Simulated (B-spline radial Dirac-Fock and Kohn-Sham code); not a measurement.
## X-ray form factors of chlorine in several charge states

These are calculated numbers from a radial finite-basis atomic code; the model is Dirac-Fock densities.

Configurations: Cl²⁺ [Ne] 3s2 3p3; Cl³⁺ [Ne] 3s2 3p2; Cl⁴⁺ [Ne] 3s2 3p1. The first column is f₀ of Cl²⁺, the others are differences from it.

```
s (Å⁻¹)    Cl²⁺  Δ Cl³⁺  Δ Cl⁴⁺
      0  15.000  -1.000  -2.000
   0.05  14.719  -0.929  -1.871
    0.1  13.950  -0.743  -1.528
   0.15  12.873  -0.506  -1.083
    0.2  11.699  -0.285  -0.651
   0.25  10.594  -0.120  -0.310
    0.3   9.645  -0.018  -0.086
   0.35   8.873  +0.030  +0.033
    0.4   8.257  +0.043  +0.078
   0.45   7.755  +0.038  +0.080
    0.5   7.329  +0.027  +0.062
    0.6   6.589  +0.004  +0.015
    0.7   5.899  -0.009  -0.015
    0.8   5.229  -0.013  -0.028
    0.9   4.593  -0.013  -0.030
      1   4.011  -0.012  -0.028
    1.1   3.500  -0.010  -0.024
    1.2   3.063  -0.008  -0.020
    1.4   2.399  -0.005  -0.013
    1.6   1.964  -0.003  -0.008
```
